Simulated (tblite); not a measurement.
C5H11PS.
Structure used (GFN2-xTB), in Å, numbered top down from 1:
```
atom  x, y, z in Å
C1    -1.9966   -1.4488    0.6606
C2    -1.1659   -0.4439    0.8744
P3    -0.3381    0.3771   -0.5244
C4    -0.7192    2.1574   -0.2540
S5    -0.8073   -0.2935   -2.2801
C6     1.4579    0.2578   -0.0868
C7     1.9148   -1.1892   -0.1846
H8    -2.5084   -1.9663    1.4560
H9    -2.1873   -1.7831   -0.3490
H10   -0.9380   -0.0702    1.8648
H11   -0.1400    2.7424   -0.9676
H12   -0.4847    2.4680    0.7619
H13   -1.7791    2.3106   -0.4542
H14    1.6157    0.6614    0.9162
H15    1.9983    0.8818   -0.8051
H16    2.9869   -1.2704   -0.0169
H17    1.3977   -1.8035    0.5518
H18    1.6847   -1.5814   -1.1746
```

All values are computed: GFN2-xTB (tblite) harmonic vibrations without scaling, gas phase. Against measured fundamentals such values can be off by several per cent, at times by over 20. One conformer, not necessarily the lowest.

Harmonic wavenumbers (cm⁻¹): 62.7, 77.2, 139.7, 148.5, 161.2, 172.4, 202.9, 221.2, 250.5, 322.4, 378.0, 542.9, 576.8, 686.8, 714.2, 747.1, 775.2, 844.3, 858.9, 905.5, 957.1, 988.5, 1003.0, 1007.9, 1072.6, 1212.3, 1218.0, 1241.1, 1304.3, 1374.7, 1406.1, 1415.3, 1428.7, 1431.7, 1487.8, 1492.9, 1660.1, 2938.2, 2946.9, 2995.9, 3000.8, 3008.8, 3015.4, 3020.4, 3027.5, 3028.5, 3068.7, 3107.7.

A = 1679, B = 1552, C = 1433 MHz; mass 134.032 u (most abundant isotopes); point group C1, symmetry number 1.

Task: What is the zero-point energy?

Result: ½Σν̃ = 31825 cm⁻¹ = 90.99 kcal/mol.

Task: Give the ideal-gas entropy at 273.15 K and 1 bar in the rigid-rotor, harmonic-oscillator model (classical rotation).

Result: Translation 40.18, rotation 28.58, vibration 27.69: S = 96.5 cal/(mol K).

Task: And Cp and H(273.15 K) − H(0)?

Result: Cp = 36.03 cal/(mol K), of which vibrations give 28.08 (their classical limit is 48 R = 95.4); H(273.15 K) − H(0) = 6.25 kcal/mol without the zero-point energy, 4.08 from vibrations.

Task: Blend soft modes into free rotors: weight 1/[1 + (100 cm⁻¹/ν̃)⁴] for the oscillator and the rest for a rotor with moment μB/(μ + B), μ = h/(8π²ν), B = 10⁻⁴⁴ kg m². What vibrational entropy results?

Result: 26.23 cal/(mol K) in place of 27.69, which changes −T·S at 273.15 K by +0.40 kcal/mol.

Task: What must be added to the electronic energy to get the Gibbs energy at 273.15 K and 1 bar?

Result: ZPE + [H(273.15 K) − H(0)] − T·S = 90.99 + 6.25 − 26.35 = 70.89 kcal/mol.

Task: How do the functions run with temperature in this model?

Result: 
```
T (K)  S (cal/(mol K))  Cp (cal/(mol K))  H − H(0) (kcal/mol)  G − H(0) (kcal/mol)  ln q(vib)
  100             69.2              20.4                 1.34                -5.59       1.52
  200             86.3              29.6                 3.85               -13.41       4.37
  300             99.9              38.4                 7.25               -22.73       7.15
  500            123.5              54.3                16.61               -45.14      12.41
  800            152.7              70.0                35.45               -86.73      19.65
 1000            169.1              77.0                50.19              -118.96      24.07
```

q(vib) and H(0) count from the zero-point level.

Task: Which modes carry the vibrational entropy at 273.15 K?

Result: 62.7 cm⁻¹: 4.20; 77.2 cm⁻¹: 3.79; 139.7 cm⁻¹: 2.64; 148.5 cm⁻¹: 2.53; 161.2 cm⁻¹: 2.37; 172.4 cm⁻¹: 2.25 cal/(mol K); the other 42 give 9.92 together.

Hindered rotation and anharmonicity are outside this model. Other conformers, if any are populated, would add a mixing term that is left out. The structure is chiral; the term R ln 2 for an equal mix with its mirror image is left out.

On one thread of an Arm Neoverse V1, shared host with 32 logical CPUs at a one-minute load of 21, this took 0.7 s wall. The figure is for the frequency step alone.
